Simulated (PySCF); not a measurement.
This script is equivalent to a calculation on Ga²⁺ (gallium, charge +2).

```python
from pyscf import gto, scf, dft, mp, cc
import basis_set_exchange as bse
txt = bse.get_basis("cc-pVTZ-PP", elements=["Ga"], fmt="nwchem", header=False)
cut = txt.index("\nECP")
mol = gto.M(atom="Ga 0 0 0", charge=2, spin=1, symmetry="D2h",
            basis=gto.basis.parse(txt[:cut]),
            ecp={"Ga": gto.basis.parse_ecp(txt[cut:])})
mf = dft.UKS(mol, xc="MN15")
mf.irrep_nelec = {'Ag': (4, 3), 'B1g': (1, 1), 'B2g': (1, 1), 'B3g': (1, 1), 'B1u': (1, 1), 'B2u': (1, 1), 'B3u': (1, 1)}
mf.kernel()
```

**Question.** What total energy does it give?

**Answer.** -258.850 hartree (calculated).

**Question.** Which occupied shell lies highest, and where?

**Answer.** 4s α, at -27.507 eV.

**Question.** What is ⟨S²⟩, and what would a pure spin state give?

**Answer.** 0.750, against 0.75.

Energies and moments cover only the electrons outside the core potential.
